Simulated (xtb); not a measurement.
GaCl2, SMILES [Cl][Ga+][Cl], charge +1. All values are semi-empirical tight-binding results from xtb (GFN2-xTB unless named), good for trends rather than for accurate numbers. Coordinates come from a GFN2-xTB optimisation. The spin state was assumed, not searched. The isomer is the one that the SMILES or the coordinates give; other isomers of the formula were not compared.

For metal compounds this method's bond lengths and energies can be far off.

Computed properties:
The point group as xtb finds it comes out as D∞h and the orbital gap is 3.13 eV. The zero-point energy comes out as 1.4 kcal/mol and the G − E(el) at 298.15 K (modified RRHO) is -15.1 kcal/mol.
